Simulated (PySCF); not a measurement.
**A small calculation by hand: oscillator strength and radiative lifetime**

C2H5N3Si, SMILES N[SiH]1N=CC=N1.

Geometry: B3LYP-D3(BJ)/def2-SVP. The structure was generated by enumeration, and PubChem lists no compound with its InChIKey, so it may never have been made. Other conformers were not sampled.

TDDFT-B3LYP/def2-SVPD in PySCF 2.14.0 puts the first singlet state with f over 0.02 at 5.60 eV (vertical), with the transition dipole (0.115, 0.363, 0.299) in atomic units.

Task: Find the oscillator strength, the wavelength and the radiative lifetime that this transition would have in vacuum if emission retraced absorption.

Result: 
|μ|² = 0.2344 au, so |μ| = 1.23 D. ΔE = 5.60/27.211 = 0.2058 hartree. f = (2/3) ΔE |μ|² = 0.032 (the program prints 0.032).
λ = 1239.84/5.60 = 221 nm; ν = 45167 cm⁻¹.
Einstein's coefficient A = 0.6670 ν² f s⁻¹ (ν in cm⁻¹) = 4.4e7 s⁻¹, so τ = 1/A = 23 ns. This state is S4; the lower singlets have f = 0.000, 0.000, 0.004. The figure is the radiative limit of this one transition; relaxation, internal conversion, crossing to triplets and a medium change what is measured.
